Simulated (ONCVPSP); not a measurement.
**Transferability test, ONCV potential for Co (Z = 27)**

ONCVPSP 4.0.1 input, shortened (lines: element, Z, core and valence counts, functional; n l f; lmax; l rc ep ncon nbas qcut; lloc lpopt rc5 dvloc0; l nproj debl; icmod fcfact rcfact), LDA (Perdew-Wang 92), scalar-relativistic:

```
  Co 27.00    3    4  -001012      upf
    1    0    2.00
    2    0    2.00
    2    1    6.00
    3    0    2.00
    3    1    6.00
    3    2    7.00
    4    0    2.00
    2
    0    1.15    0.00    4    8   13.80
    1    1.25    0.00    4    9    9.90
    2    1.20    0.00    4    9   15.80
    4    5    0.75    6.00
    0    2    1.30
    1    3    0.90
    2    2    3.00
    0    0.00    0.00
```

In the p channel the program set the typed energies aside and used -2.408, 0.250, 1.150 Ha.

Energies are relative to the spin-unpolarised reference configuration 3s2 3p6 3d7 4s2; without spin polarisation the order of configurations can differ from experiment.

```json
{"valence configuration": "3s2 3p6 3d7 4s1", "charge": "+1", "ΔE all-electron (eV)": "9.289", "error AE − PS (meV)": "-0.1"}
{"valence configuration": "3s2 3p6 3d6 4s2", "charge": "+1", "ΔE all-electron (eV)": "15.463", "error AE − PS (meV)": "+9.6"}
```

(1) What are ΔE and the potential's error for 3s2 3p6 3d7 4s0?

(2) What are ΔE and the potential's error for 3s2 3p6 3d6 4s0?

Answers

(1) ΔE = 26.367 eV all-electron; the error (AE − PS) is +1.3 meV.

(2) ΔE = 62.560 eV all-electron; the error (AE − PS) is -1.6 meV.
